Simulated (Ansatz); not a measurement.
A nudged elastic band was laid between two geometries of C$_{3}$H$_{10}$Si (14 atoms, charge 0, multiplicity 1).

Method: RKS BHLYP-D4/def2-SVP in Ansatz 0.2.0.

| Quantity | Value |
| --- | --- |
| movable images | 5 |
| climbing image | yes |
| spring | 5.0 eV/Å² |
| optimiser | quadratic models (default) |
| start path | through a guess of the saddle point |
| force threshold | 0.05 eV/Å |
| iteration limit | 60 |
| end points | relaxed |

Initial state:

```xyz
14
Properties=species:S:1:pos:R:3
Si -0.555 -0.290 -0.668
C 0.471 0.254 0.814
C -0.132 -0.101 2.169
H -1.114 0.363 2.307
H -1.898 0.345 -0.598
H -0.758 -1.762 -0.613
C 0.283 0.176 -2.281
H 0.622 1.338 0.739
H 1.468 -0.192 0.714
H 0.504 0.231 2.995
H -0.267 -1.182 2.277
H -0.316 -0.135 -3.142
H 1.263 -0.303 -2.364
H 0.430 1.258 -2.348
```

Final state:

```xyz
14
Properties=species:S:1:pos:R:3
Si -1.579 -0.273 -0.864
C 1.779 0.003 1.457
C 0.633 -0.146 2.102
H -1.944 0.629 0.255
H -2.771 -0.424 -1.737
H -1.250 -1.607 -0.306
C -0.143 0.418 -1.850
H 2.234 0.981 1.322
H 2.309 -0.845 1.032
H 0.099 0.702 2.521
H 0.175 -1.122 2.232
H 0.113 -0.246 -2.680
H 0.739 0.531 -1.216
H -0.394 1.398 -2.266
```

**Question.** What changes between the two ends?

**Answer.** Bonds broken: Si1–C2, C3–H4. Bonds formed: Si1–H4. C3H10Si becomes C2H4 + CH6Si.

**Question.** What energy profile does the band end with?

**Answer.** The forces met the threshold. The highest image is number 3 of 0 to 6, 4.41 eV above the first end and 2.97 eV above the last; the last end lies 1.44 eV above the first. Neighbouring images differ by up to 3.8 eV, so the band resolves the path poorly. A vibrational analysis at the climbing image gives 2 clearly imaginary modes (968i, 74i cm⁻¹): a point of higher order, so a lower path passes nearby. The orbitals stay closed-shell, which can raise the energy where a bond breaks towards radicals; this wasn't checked here.

| image | path coordinate (Å) | energy (eV) | Si1–C2 (Å) | C3–H4 (Å) | Si1–H4 (Å) |
| --- | --- | --- | --- | --- | --- |
| 0 | 0.00 | 0.00 | 1.88 | 1.09 | 3.10 |
| 1 | 1.02 | 0.08 | 1.88 | 1.10 | 2.78 |
| 2 | 2.05 | 0.60 | 1.88 | 1.11 | 2.25 |
| 3 | 3.07 | 4.41 | 2.31 | 1.70 | 1.61 |
| 4 | 4.75 | 1.84 | 3.40 | 2.29 | 1.47 |
| 5 | 6.43 | 1.47 | 4.03 | 3.03 | 1.48 |
| 6 | 8.11 | 1.44 | 4.09 | 3.26 | 1.48 |

**Question.** What is the geometry of the highest image?

**Answer.** 
```xyz
14
Properties=species:S:1:pos:R:3:forces:R:3
Si -0.808 -0.315 -0.306 0.00 -0.01 0.00
C 1.049 0.352 0.885 -0.01 -0.01 0.00
C 0.144 -0.029 1.849 0.00 0.01 0.00
H -1.328 -0.583 1.197 0.00 0.00 0.00
H -1.973 0.623 -0.444 0.00 0.00 0.00
H -0.916 -1.793 -0.525 0.00 0.01 0.00
C 0.148 0.177 -1.878 0.00 0.00 0.00
H 1.154 1.394 0.608 0.00 0.00 0.00
H 1.817 -0.334 0.548 0.00 0.00 0.00
H -0.437 0.710 2.391 0.00 0.00 0.00
H 0.220 -0.998 2.332 0.00 0.00 0.00
H -0.519 -0.066 -2.719 0.00 0.00 0.00
H 1.078 -0.385 -2.012 0.00 0.00 0.00
H 0.370 1.248 -1.927 0.00 0.00 0.00
```

The band took 40 iterations and about 15 core-minutes.

Run time: 7.7 min on 2 threads of Arm Neoverse V2 (shared host), peak memory 0.23 GiB.
